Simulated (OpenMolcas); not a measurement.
Rh5+: moving or changing the point charges

Rh5+ among 4 point charges of -2 e arranged as a tetrahedron (Td), 2.24 Å from the ion.
```
   1.2933    1.2933    1.2933  -2.00
   1.2933   -1.2933   -1.2933  -2.00
  -1.2933    1.2933   -1.2933  -2.00
  -1.2933   -1.2933    1.2933  -2.00
```

```
Program             : OpenMolcas
Method              : CASSCF
Basis               : ANO-RCC-VDZP [6s5p3d1f]
Scalar Hamiltonian  : DKH2, point nucleus
Active space        : 4 electrons in 5 orbitals (4d)
State averaging     : 2S+1 = 5 even, 5 roots; 2S+1 = 3 even, 45 roots; 2S+1 = 1 even, 50 roots
Spin-orbit coupling : state interaction with AMFI integrals over the reference wave functions
```

Runs around this geometry, states (labels of Td). Energies in cm-1 above the lowest state or level, χT in cm3 K/mol; under a threefold ground state the first gap can be a small split of the lowest multiplet, not the spin-orbit step; 10Dq and B are least-squares fits to the states below 45000 cm-1, weighted by degeneracy, with a free offset, and given where the rms deviation is under 5 % of |10Dq| (or 100 cm-1) and under 700 cm-1; 10Dq is negative for this site.

```csv
R (Å),q (e),Ground state,First state of that spin,10Dq,B (rms of fit),First gap with spin-orbit (degeneracies),χT at 300 K,First state of another spin
2.24,-1.6,5T2,5E 1031,-1069,1041 (18),"657.1 (1, 3)",0.498,3T1 20977
2.24,-2,5T2,5E 1269,-1315,1041 (20),"650.8 (1, 3)",0.511,3T1 20867
2.45,-2,5T2,5E 826.9,-856,1042 (18),"661.8 (1, 3)",0.489,3T1 21061
```

Taking |10Dq| as R^-n, n = -ln(856 / 1315) / ln(2.45 / 2.24) = 4.8 between the shortest and longest distance. The point-charge formula for a cubic d site gives n = 5.

Scaling the charges by -1.6 / -2 = 0.80 scales |10Dq| by 1069 / 1315 = 0.81; with fixed orbitals a first-order splitting would follow the charge.

Without dynamic correlation the repulsion within the d shell is too large (B by tens of per cent), so at a given field states of lower spin stand too high. Point charges give a weaker field than real ligands, and real ions of this kind are as a rule low spin; the high spin found here belongs to the model. The ground term spreads over less than 5000 cm-1, several times less than with real ligands, so orbital moments are less quenched and χT lies further from the spin-only value than at real sites. Spin-orbit coupling mixes the spin-free states strongly: the lowest level takes only 67 % from its leading state, 5T2 (figures for R = 2.24, q = -1.6; the like holds for R = 2.24, q = -2, R = 2.45, q = -2). Point charges carry no covalency, so the field is a model and not that of real ligands. No measured value stands beside these numbers.
